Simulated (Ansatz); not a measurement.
Ansatz (a first-principles code) input (B97M-V/def2-TZVPD):

Ansatz 0.2 input:
```yaml
crystal:
  periodic: [false, false, false]
  atoms:
    - {symbol: F, position_ang: [2.36569169, -0.70873547, 0.89950228]}
    - {symbol: C, position_ang: [1.34415153, 0.02663676, 0.45573309]}
    - {symbol: F, position_ang: [1.79748955, 1.07526191, -0.22828580]}
    - {symbol: C, position_ang: [0.25800302, -0.76223852, -0.20313469]}
    - {symbol: C, position_ang: [-1.08671403, -0.06025026, -0.19869537]}
    - {symbol: F, position_ang: [-2.00931576, -0.83190742, -0.80675272]}
    - {symbol: F, position_ang: [-1.52094559, 0.17992298, 1.05060462]}
    - {symbol: F, position_ang: [-1.05012335, 1.11426818, -0.84942054]}
    - {symbol: H, position_ang: [0.14146561, -1.70406718, 0.33028031]}
    - {symbol: H, position_ang: [0.52072210, -0.98011248, -1.24452910]}
basis:
  gaussian:
    orbitals: def2-TZVPD
hamiltonian:
  xc: {name: B97M-V}
magnetization: {spin_polarized: true, initial_magnetization: 1}
output: {forces: true}
```

End of the output:

```
integrals: 0.38 GiB planned
1609 factors; their error is unknown
0.55 GiB of the device are held for the grids
2.24 GiB of device memory are held for the factors and their scratch space
mean field: 2.96 GiB planned
mean field evaluation 1: about -16724.0418 eV, gradient 3.9e1 eV
mean field evaluation 2: about -16722.2615 eV, gradient 4.5e1 eV
mean field evaluation 4: about -16729.0971 eV, gradient 2.4e0 eV
mean field evaluation 8: about -16729.1210 eV, gradient 9.8e-2 eV
mean field evaluation 16: about -16729.0865 eV, gradient 8.2e-4 eV
mean field -16729.08646159 eV, -614.7825880813 hartree, gradient 3.7e-5 eV, S^2 0.753010; 0 other end points of the search recorded, 0 dependent functions left out
the calculation of the forces begins
reference -16729.08655723 eV, -614.7825915962 hartree; 33, 32 occupied and 296, 297 virtual orbitals, 1609 factors
Total energy: -16729.08655723 eV, -614.7825915962 hartree
Atom 0 at     2.365692    -0.708735     0.899502 Å, force    -0.239231     0.200087    -0.189352 eV/Å
Atom 1 at     1.344152     0.026637     0.455733 Å, force    -0.030908    -0.038360    -0.049329 eV/Å
Atom 2 at     1.797490     1.075262    -0.228286 Å, force    -0.087009    -0.317397     0.131235 eV/Å
Atom 3 at     0.258003    -0.762239    -0.203135 Å, force    -0.025271     0.191062     0.086285 eV/Å
Atom 4 at    -1.086714    -0.060250    -0.198695 Å, force    -0.004931    -0.007912    -0.000502 eV/Å
Atom 5 at    -2.009316    -0.831907    -0.806753 Å, force     0.298033     0.280056     0.210982 eV/Å
Atom 6 at    -1.520946     0.179923     1.050605 Å, force     0.130243    -0.065274    -0.428127 eV/Å
Atom 7 at    -1.050123     1.114268    -0.849421 Å, force    -0.016806    -0.374543     0.226930 eV/Å
Atom 8 at     0.141466    -1.704067     0.330280 Å, force     0.018230     0.121204    -0.069981 eV/Å
Atom 9 at     0.520722    -0.980112    -1.244529 Å, force    -0.042349     0.011075     0.081858 eV/Å
Dipole moment:     0.089001    -0.334945    -0.096612 e Å
```

It need not be the lowest isomer of its formula.
